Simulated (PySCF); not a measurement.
C5H10OSi.
SMILES: `C=C/C=C(/C)O[SiH3]`

Torsions of this conformer, `[CH2:1]=[CH:2]/[CH:3]=[C:4](/[CH3:5])[O:6][SiH3:7]`: C1–C2–C3–C4 180°, C3–C4–O6–Si7 170°.

The closed-shell ground state was solved at several levels (PySCF, density fitting, gas phase, non-relativistic). Geometry: PBE0-D3(BJ)/def2-SVP, one conformer, isolated molecule.

| level | basis functions | HOMO (eV) | LUMO (eV) | gap (eV) | dipole (D) |
| --- | --- | --- | --- | --- | --- |
| PBE0/pcSseg-1 | 176 | -5.92 | -0.42 | 5.50 | 2.09 |
| wB97X-D/def2-SVPD | 227 | -7.68 | 1.24 | 8.92 | 1.98 |

Q: What might CAM-B3LYP/pcSseg-1 (176 basis functions) give for the same quantities?

A: HOMO -7.12 eV, LUMO 0.69 eV, gap 7.81 eV, dipole 2.09 D.

Q: Over all these levels, which gives the widest orbital gap and which the narrowest?

A: wB97X-D/def2-SVPD (range-separated hybrid) has the widest, 8.92 eV, and PBE0/pcSseg-1 (global hybrid, 25 % exact exchange) the narrowest, 5.50 eV. Functional and basis both differ between the two, so the spread mixes both effects.

Q: How far do the dipole and the HOMO energy spread over the levels?

A: The dipole runs from 1.98 to 2.09 D (mean 2.05 D) and the HOMO from -7.68 to -5.92 eV.
